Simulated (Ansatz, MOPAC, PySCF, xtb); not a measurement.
Donor–acceptor adduct: GaH3 (SMILES [GaH3]) (first 4 atoms) with PH3 (SMILES P); geometry from B3LYP-D3(BJ)/def2-TZVP, rigid monomers moved along the line of their centres of mass till Ga1···P5 is 2.96 Å.
(charge 0, multiplicity 1):
```xyz
8

Ga    -0.4614     0.4894     0.7103
H     -1.5394     1.4970     1.2656
H     -0.9507    -0.7987    -0.0558
H      1.0039     1.0125     0.4553
P      0.1073    -0.8441     3.2866
H      1.0598    -1.8812     3.3302
H      0.5970    -0.0778     4.3624
H     -0.9356    -1.5017     3.9681
```

| level | interaction energy (kcal/mol) | minus CCSD(T)/CBS(def2-SVPD, def2-TZVPPD) | cost |
|---|---|---|---|
| AM1 | -12.95 | -0.76 | - |
| PM6 | -43.15 | -30.97 | - |
| GFN2-xTB | -17.98 | -5.79 | - |
| PBE-D3(BJ)/def2-TZVPPD | -14.40 | -2.21 | ×1 |
| PBE-D4/def2-TZVPPD | -14.71 | -2.53 | ×1 |
| B3LYP/6-31G* (no counterpoise) | -12.14 | 0.05 | - |
| B3LYP/LANL2DZ (no counterpoise) | -13.67 | -1.48 | - |
| B3LYP-D3(BJ)/def2-TZVPPD | -13.38 | -1.19 | ×1 |
| B3LYP-D4/def2-TZVPPD | -13.51 | -1.33 | ×1 |
| PBE0-D4/def2-TZVPPD | -14.56 | -2.37 | ×1 |
| wB97M-V/def2-TZVPPD | -12.84 | -0.66 | ×4 |
| MP2/CBS(def2-SVPD, def2-TZVPPD) | -12.54 | -0.35 | - |
| SCS-MP2/def2-TZVPPD | -11.38 | 0.81 | - |
| CCSD(T)/CBS(def2-SVPD, def2-TZVPPD) | -12.19 | 0.00 | ×20 |

 The comparison column counts from a level with limits of its own.

The rows run from -43.15 (PM6) to -11.38 kcal/mol (SCS-MP2/def2-TZVPPD).

Interaction energies are E(AB) − E(A) − E(B) at the monomers' geometry in the complex; basis-set methods are counterpoise corrected. Rows marked so take none.

Correlated levels freeze the cores. Filled d and f shells under p-block atoms count as core. CBS(a, b) extrapolates the correlation energy as X⁻³ and adds the Hartree–Fock energy of set b. Rows in 6-31G*, LANL2DZ carry no dispersion term and start afresh at each structure (6-31G* with six Cartesian d functions); the Pople sets are all-electron and without relativity. LANL2DZ brings its own core potentials from Na on. The state reached by AM1, PM6 isn't checked.

Programs: Ansatz (a first-principles code); MOPAC for AM1, PM6 (differences of heats of formation); PySCF for 6-31G* rows, LANL2DZ rows, the dispersion terms; xtb for the GFN methods. Each number belongs to the level named beside it.

Costs are rough ratios of core time to PBE/def2-TZVPPD (about 5 s over the structures, on one shared machine); a dash marks a level with no comparable run of its own.
